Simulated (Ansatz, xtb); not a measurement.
Ligand exchange: Cl2 + NaI → ICl + NaCl

Species: Cl2 (chlorine), singlet; NaI (Sodium Iodide), singlet; ICl (iodine monochloride), singlet; NaCl, singlet. The partners trade Cl for I: Cl–Cl and Na–I bonds give way to Cl–I and Na–Cl.

Shapes, held fixed at every level: PBE0-D4/def2-TZVP. Programs: Ansatz 0.2.0, xtb 6.7.1. The zero-point and thermal change to 298 K, harmonic and unscaled (PBE0-D4/def2-TZVP), is -0.4 kJ/mol.

(1) Estimate ΔH(298 K) of this reaction.

## Answers

(1) The highest level, CCSD(T)/def2-TZVPP, gives ΔH(298 K) = -63.2 kJ/mol; the levels span -65.7 to -29.0. The column of differences is taken from that level and isn't an error. No measured value is set beside it here. For atoms past krypton def2 sets carry core potentials with scalar relativity. Outer-core shells of I, Na are correlated in most correlated rows, in sets that cover them unevenly. Times are processor times on shared x86 and Arm servers, and rough.

| level | kind | ΔH(298 K) (kJ/mol) | less CCSD(T)/def2-TZVPP | CPU time (sum over the molecules) |
| --- | --- | --- | --- | --- |
| GFN2-xTB | semi-empirical | -29.0 | +34.2 | 0.22 s |
| PBE-D4/def2-TZVPP | GGA | -63.1 | +0.1 | 6.7 s |
| r2SCAN0-D4/def2-TZVPP | global hybrid | -63.0 | +0.2 | 11 s |
| wB97M-V/def2-TZVPP | range-separated hybrid | -63.9 | -0.7 | 22 s |
| wB97X-V/def2-TZVPP | range-separated hybrid | -65.7 | -2.5 | 17 s |
| CCSD(T)/def2-SVP | coupled cluster or CI | -52.6 | +10.6 | 4.2 s |
| CCSD/def2-SVP | coupled cluster or CI | -52.8 | +10.4 | – |
| CCSD(T)/def2-TZVPP | coupled cluster or CI | -63.2 | 0.0 | 14 s |
